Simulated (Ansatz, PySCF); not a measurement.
HOSi, SMILES [Si]=[OH+] (connectivity only; charge and spin as stated), charge +1, multiplicity 1.

Geometry: r2SCAN-D4/def2-TZVPD. The isomer is the one that the SMILES or the coordinates give; other isomers of the formula were not compared.

Two levels are set side by side: PBE/def2-TZVPD (Ansatz, a program for electronic structure) and EOM-CCSD/aug-cc-pVDZ (PySCF). PBE by ΔSCF, the other level by its IP root; same geometry, the bases differ. Differences are taken from unrounded values.

```
quantity                         EOM-CCSD    PBE  PBE minus EOM-CCSD
-------------------------------  --------  -----  ------------------
vertical ionisation energy (eV)     19.68  19.61               -0.07
```

On these quantities the two levels nearly agree.
